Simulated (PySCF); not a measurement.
A survey of ³¹P NMR shifts

How the numbers were obtained: geometry: GFN2-xTB, σ from GIAO-PBE0/pcSseg-1, in PySCF (one conformer, relativity neglected, no solvent, fast rotation and ring inversion assumed for equivalent nuclei).

Shieldings were converted by a linear fit to measured shifts: ³¹P (scatter 18.1 ppm rms vs H3PO4, solution or neat liquid). Occasional misses reach two or three times the rms, and more in compound classes unlike the fitted ones.

Give the ³¹P shifts of `CCc1cpcn1CC`, `CC(C)c1pccn1C`, `CCC[P@@H](=O)CO`, `c1cc(C2CC2)pcp1`.

## Answers


```
                                                   compound                                         environment  δ (ppm)
                                                CCc1cpcn1CC      phosphorus bonded to 2 C, in a 5-membered ring    101.9
                                              CC(C)c1pccn1C      phosphorus bonded to 2 C, in a 5-membered ring    100.2
                                            CCC[P@@H](=O)CO                      phosphorus bonded to 2 C, O, H     -0.2
[cH:1]1[cH:2][c:3]([CH:4]2[CH2:5][CH2:6]2)[p:7][cH:8][p:9]1  P7: phosphorus bonded to 2 C, in a 6-membered ring    215.4
[cH:1]1[cH:2][c:3]([CH:4]2[CH2:5][CH2:6]2)[p:7][cH:8][p:9]1  P9: phosphorus bonded to 2 C, in a 6-membered ring    209.7
```
